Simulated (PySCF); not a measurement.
Constitutional and geometric isomers with formula C4H3N. All species are isolated molecules in the gas phase. Strings in code marks are SMILES.

A: `C(#C)C#CN`
B: `C(=NC#C)=C`
C: `N#CC1=CC1`
D: `C(C=C=N)#C`
E: `C#CCC#N`
F: `C1=CC1=C=N`

Rank these by HOMO–LUMO gap (lowest first), as PySCF with M06-2X/def2-TZVP // B3LYP-D3(BJ)/def2-TZVP gives it.

F (6.84 eV), B (7.65 eV), A (7.87 eV), D (8.12 eV), C (8.31 eV), E (10.86 eV)
